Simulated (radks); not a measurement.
The sulfur anion S-, [Ne] 3s2 3p5, held by a Watson sphere: a shell of charge +1 at radius R that stands for the Madelung well of a crystal (potential energy -1/R inside, -1/r outside, in hartree with lengths in bohr). Calculated with a radial shooting solver on a logarithmic mesh with Libxc functionals: non-relativistic Kohn-Sham, LDA (Slater exchange, Perdew-Wang correlation), spin-unpolarised, spherical densities, point nucleus. Response by self-consistent Sternheimer equations with the Hartree and adiabatic LDA kernel. The sphere does not respond.

R (bohr) = 2.52: e(2p) (eV) -154.66; e(3s) (eV) -16.916; e(3p) (eV) -7.219; <r> 3p (bohr) 2.145; sum of <r^2> (bohr^2) 36.84; X-ray form factor at sin(theta)/lambda = 0.2 1/angstrom 11.201; alpha (bohr^3) 27.02
R (bohr) = 3.02: e(2p) (eV) -154.33; e(3s) (eV) -16.164; e(3p) (eV) -6.574; <r> 3p (bohr) 2.204; sum of <r^2> (bohr^2) 38.72; X-ray form factor at sin(theta)/lambda = 0.2 1/angstrom 11.139; alpha (bohr^3) 31.95
R (bohr) = 3.23: e(2p) (eV) -154.17; e(3s) (eV) -15.876; e(3p) (eV) -6.310; <r> 3p (bohr) 2.225; sum of <r^2> (bohr^2) 39.41; X-ray form factor at sin(theta)/lambda = 0.2 1/angstrom 11.124; alpha (bohr^3) 34.14
R (bohr) = 3.45: e(2p) (eV) -153.99; e(3s) (eV) -15.592; e(3p) (eV) -6.043; <r> 3p (bohr) 2.244; sum of <r^2> (bohr^2) 40.06; X-ray form factor at sin(theta)/lambda = 0.2 1/angstrom 11.112; alpha (bohr^3) 36.49
R (bohr) = 3.53: e(2p) (eV) -153.92; e(3s) (eV) -15.493; e(3p) (eV) -5.948; <r> 3p (bohr) 2.250; sum of <r^2> (bohr^2) 40.29; X-ray form factor at sin(theta)/lambda = 0.2 1/angstrom 11.109; alpha (bohr^3) 37.34
R (bohr) = 4.04: e(2p) (eV) -153.49; e(3s) (eV) -14.911; e(3p) (eV) -5.380; <r> 3p (bohr) 2.285; sum of <r^2> (bohr^2) 41.53; X-ray form factor at sin(theta)/lambda = 0.2 1/angstrom 11.097; alpha (bohr^3) 42.81
R (bohr) = 4.47: e(2p) (eV) -153.13; e(3s) (eV) -14.481; e(3p) (eV) -4.951; <r> 3p (bohr) 2.307; sum of <r^2> (bohr^2) 42.37; X-ray form factor at sin(theta)/lambda = 0.2 1/angstrom 11.093; alpha (bohr^3) 47.32
